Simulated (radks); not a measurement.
Values are calculated unless marked as measured or tabulated.
Task: These are the eigenvalues of the occupied orbitals of an atom or ion with whole-number occupations (hartree). Code: a radial shooting solver on a logarithmic mesh with Libxc functionals. Model: Dirac Kohn-Sham, Slater X-alpha with alpha = 1.031, spin-unpolarised, spherical densities, point nucleus.

orbital  eigenvalue
1s1/2     -2260.373
2s1/2     -385.2350
2p1/2     -368.2337
2p3/2     -329.2363
3s1/2     -87.76161
3p1/2     -80.13109
3p3/2     -71.80289
3d3/2     -58.68540
3d5/2     -56.85027
4s1/2     -17.93844
4p1/2     -14.81017
4p3/2     -12.91921
4d3/2      -7.72595
4d5/2      -7.37775
5s1/2      -2.78837
5p1/2      -1.91923
5p3/2      -1.67611
4f5/2      -0.99501
4f7/2      -0.94112

Which element is it, and in what charge state? The configuration may be excited. Open shells, if any, fill j = l - 1/2 first.

Result: Z = 70, ytterbium, charge +2: Yb2+ in [Xe] 4f14. The list shows which subshells hold electrons but not how many an open one holds; the 1s level, -2260.4 hartree, gives Z - s = 67.2 by -(Z - s)^2/2, which with screening and relativity narrows Z to a few neighbours, and the depths of the outer levels then fix element, charge and occupations together.
